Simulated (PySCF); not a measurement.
Electron correlation in Ar(2+) (argon, charge +2)

[Ne] 3s2 3p4, high-spin 3P determinant. All numbers are calculated (PySCF 2.14, the non-relativistic Hamiltonian (point nucleus), in aug-cc-pwCVTZ). Frozen: 1s2; 14 electrons correlated.

```tsv
level	correlation energy (mhartree)
CCSD	-436.78
(T)	-6.62
CCSD(T)	-443.40
```

Diagnostics: T1 = 0.0059, D1 = 0.0281, largest double amplitude 0.044.

Task: Is a single reference adequate?

Result: Yes: T1 lies below 0.03 and no double amplitude reaches 0.07.
